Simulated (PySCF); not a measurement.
PBE0-D3(BJ)/def2-SVP geometry optimisation, IEF-PCM water with PySCF 2.14 and geomeTRIC: [MnF6]4-, charge -4, multiplicity 6. Start (model start, shaken):

```
7

Mn    0.0000    0.0045   -0.0041
F    -0.0134   -0.0068    2.1151
F     0.0009    0.0201   -2.1374
F     2.1207    0.0073    0.0053
F    -2.1284   -0.0140   -0.0004
F     0.0104    2.1098   -0.0069
F    -0.0285   -2.1493   -0.0276
```

```tsv
step	E − E(start) / kcal mol⁻¹	largest force / Eh bohr⁻¹
0	0.00	0.00964
1	-0.96	0.00282
2	-0.84	0.00230
3	-1.10	0.00150
4	-1.11	0.00111
5	-1.12	0.00027
```

The optimisation met its thresholds. End point:

```
7

Mn   -0.0053   -0.0034   -0.0075
F    -0.0104   -0.0228    2.1585
F     0.0033    0.0161   -2.1738
F     2.1605   -0.0145   -0.0022
F    -2.1718    0.0037   -0.0116
F    -0.0008    2.1631    0.0083
F    -0.0138   -2.1705   -0.0276
```

Metal–donor distances, start → end: F2 2.119 → 2.166 Å, F3 2.133 → 2.166 Å, F4 2.121 → 2.166 Å, F5 2.129 → 2.166 Å, F6 2.105 → 2.166 Å, F7 2.154 → 2.167 Å.

No frequencies were computed, so the end point may be a saddle point.

The job took 2.9 min on one thread of Intel Xeon Platinum 8259CL @ 2.50GHz (shared host), with 115 basis functions and a peak of 0.78 GiB, launched as `OMP_NUM_THREADS=1 python lf_run.py task.json out`.
